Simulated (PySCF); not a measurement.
From one molecule to another.

First species: C3H7BF5N.
SMILES: `[BH3-][NH2+]CC(F)(F)C(F)(F)F`

Second species: C4H7BNP.
SMILES with atom numbers: `[PH2:1][BH:2][n:3]1[cH:4][cH:5][cH:6][cH:7]1` (hydrogens: H8, H9 on P1; H10 on B2; H11 on C4; H12 on C5; H13 on C6; H14 on C7)

Levels: PBE0/def2-SVPD for dipole moment, HOMO energy, LUMO energy, HOMO–LUMO gap, static isotropic polarisability and electronic spatial extent ⟨r²⟩ about the centre of nuclear charge; TDDFT PBE0/def2-SVPD for lowest singlet excitation; PBE0-D3(BJ)/def2-SVP for rotational constant A and rotational constant C. Geometries: PBE0-D3(BJ)/def2-SVP. Each structure is a single optimised conformer of the isolated species, non-relativistic unless stated; the electronic structure was computed with PySCF and density fitting.

Dipoles, sizes and rotational constants follow the conformer. The torsions of the flexible species, by atom-mapped SMILES:
- `[BH3-:1][NH2+:2][CH2:3][C:4]([F:5])([F:6])[C:7]([F:8])([F:9])[F:10]`: B1–N2–C3–C4 180°, N2–C3–C4–F5 -58°, C3–C4–C7–F8 179°
- `[PH2:1][BH:2][n:3]1[cH:4][cH:5][cH:6][cH:7]1`: P1–B2–N3–C4 -174°, H–P1–B2–N3 -46°, H–P1–B2–N3 -144°

| property | column X | column Y |
| --- | --- | --- |
| dipole moment | 3.22 D | 0.71 D |
| HOMO energy | -8.12 eV | -6.61 eV |
| LUMO energy | -0.24 eV | -1.45 eV |
| HOMO–LUMO gap | 7.88 eV | 5.16 eV |
| lowest singlet excitation | 6.74 eV | 4.16 eV |
| static isotropic polarisability | 69.2 au | 96.9 au |
| electronic spatial extent ⟨r²⟩ about the centre of nuclear charge | 1561 bohr² | 1085 bohr² |
| rotational constant A | 2.279 GHz | 6.969 GHz |
| rotational constant C | 0.770 GHz | 1.026 GHz |

Task: Which column belongs to which species?

Result: Column X is the first species and column Y the second. The first has 17 atoms and 82 electrons, the second 14 and 58.

Task: How does each property change from the first species to the second?

Result: dipole moment -2.51 D; HOMO energy +1.51 eV; LUMO energy -1.21 eV; HOMO–LUMO gap -2.72 eV; lowest singlet excitation -2.58 eV; static isotropic polarisability +27.7 au; electronic spatial extent ⟨r²⟩ about the centre of nuclear charge -476 bohr²; rotational constant A +4.690 GHz; rotational constant C +0.256 GHz.

On the first: The dipole matches unit charges of opposite sign 0.67 Å apart (1 e·Å = 4.8032 D). A dipole of 3.22 D is allowed in Cs, and pure rotational transitions are dipole-allowed.

On the second: The polarisability is 14.36 Å³ as a volume (1 au = 0.148185 Å³), or 1.67 au for each of the 58 electrons. The principal polarisabilities are 63.9, 92.9 and 134.0 au; their mean is the isotropic value.
